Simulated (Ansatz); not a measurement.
A nudged elastic band was laid between two geometries of C2H7BOSi (12 atoms, charge 0, multiplicity 1).

Theory: Ansatz, RKS BLYP-D4/def2-SVP.

* movable images: 9
* climbing image: yes
* spring: 5.0 eV/Å²
* optimiser: quadratic models (default)
* start path: IDPP
* force threshold: 0.05 eV/Å
* iteration limit: 60
* end points: relaxed

Initial state:

```xyz
12
Properties=species:S:1:pos:R:3
B -0.764 1.496 0.332
C -0.100 0.541 1.359
Si 0.854 -0.509 0.091
C 0.036 -1.197 -1.418
O 0.246 -2.075 -0.232
H -1.864 1.259 -0.117
H -0.150 2.454 -0.096
H -0.774 -0.147 1.906
H 0.662 0.990 2.026
H 2.334 -0.349 0.131
H -1.031 -1.017 -1.646
H 0.629 -1.501 -2.302
```

Final state:

```xyz
12
Properties=species:S:1:pos:R:3
B -0.774 1.493 0.336
C -0.098 0.541 1.357
Si 0.858 -0.509 0.090
C 0.043 -1.193 -1.421
O 0.248 -2.074 -0.235
H -0.172 2.459 -0.091
H -1.874 1.247 -0.111
H -0.766 -0.150 1.908
H 0.663 0.995 2.022
H 2.338 -0.351 0.135
H -1.024 -1.012 -1.651
H 0.636 -1.500 -2.305
```

(1) Which bonds break or form, and what moves?

(2) Give the energies along the band, and the barrier.

(3) What is the geometry of the highest image?

(4) What are the harmonic wavenumbers there?

The band took 22 iterations and about 12 core-minutes.

Answers

(1) No bond is made or broken. The dihedral H6–B1–C2–Si3 goes from 93 to -83°. The two ends are copies of one structure, up to a mirror image or an exchange of like atoms.

(2) The run converged. The highest image is number 4 of 0 to 10, 23.2 kJ/mol above the ends, which have the same energy within 2 meV. A vibrational analysis at the climbing image gives one clearly imaginary mode, 261i cm⁻¹: a first-order saddle point.

```json
{"image": "0", "path coordinate (Å)": "0.00", "energy (kJ/mol)": "0.0", "dihedral H6–B1–C2–Si3 (°)": "93"}
{"image": "1", "path coordinate (Å)": "0.89", "energy (kJ/mol)": "1.8", "dihedral H6–B1–C2–Si3 (°)": "97"}
{"image": "2", "path coordinate (Å)": "1.79", "energy (kJ/mol)": "6.1", "dihedral H6–B1–C2–Si3 (°)": "113"}
{"image": "3", "path coordinate (Å)": "2.68", "energy (kJ/mol)": "15.5", "dihedral H6–B1–C2–Si3 (°)": "151"}
{"image": "4", "path coordinate (Å)": "3.57", "energy (kJ/mol)": "23.2", "dihedral H6–B1–C2–Si3 (°)": "-178"}
{"image": "5", "path coordinate (Å)": "4.29", "energy (kJ/mol)": "18.5", "dihedral H6–B1–C2–Si3 (°)": "-153"}
{"image": "6", "path coordinate (Å)": "5.01", "energy (kJ/mol)": "11.1", "dihedral H6–B1–C2–Si3 (°)": "-121"}
{"image": "7", "path coordinate (Å)": "5.74", "energy (kJ/mol)": "5.9", "dihedral H6–B1–C2–Si3 (°)": "-95"}
{"image": "8", "path coordinate (Å)": "6.46", "energy (kJ/mol)": "3.4", "dihedral H6–B1–C2–Si3 (°)": "-84"}
{"image": "9", "path coordinate (Å)": "7.18", "energy (kJ/mol)": "1.2", "dihedral H6–B1–C2–Si3 (°)": "-81"}
{"image": "10", "path coordinate (Å)": "7.90", "energy (kJ/mol)": "0.0", "dihedral H6–B1–C2–Si3 (°)": "-83"}
```

(3) 
```xyz
12
Properties=species:S:1:pos:R:3:forces:R:3
B -0.901 1.835 0.653 0.00 0.00 0.00
C -0.457 0.369 1.012 0.00 0.00 0.00
Si 0.880 -0.402 -0.057 0.00 0.00 0.00
C 0.496 -1.509 -1.475 0.00 0.00 0.00
O 0.948 -2.109 -0.177 0.00 0.00 0.00
H -1.738 2.394 1.335 0.00 0.00 0.00
H -0.445 2.443 -0.297 0.00 0.00 0.00
H -1.374 -0.269 0.973 0.00 0.00 0.00
H -0.186 0.342 2.095 0.00 0.00 0.00
H 2.194 0.307 0.020 0.00 0.00 0.00
H -0.546 -1.778 -1.740 0.00 0.00 0.00
H 1.206 -1.679 -2.307 0.00 0.00 0.00
```

(4) 261i, 55, 137, 193, 284, 463, 539, 614, 672, 696, 726, 804, 831, 893, 940, 970, 1066, 1076, 1087, 1137, 1225, 1287, 1406, 2182, 2494, 2574, 2922, 2950, 2969, 3046 cm⁻¹.

Run time: 6.2 min on 2 threads of Arm Neoverse V1, with other jobs on the host, peak memory 0.15 GiB.
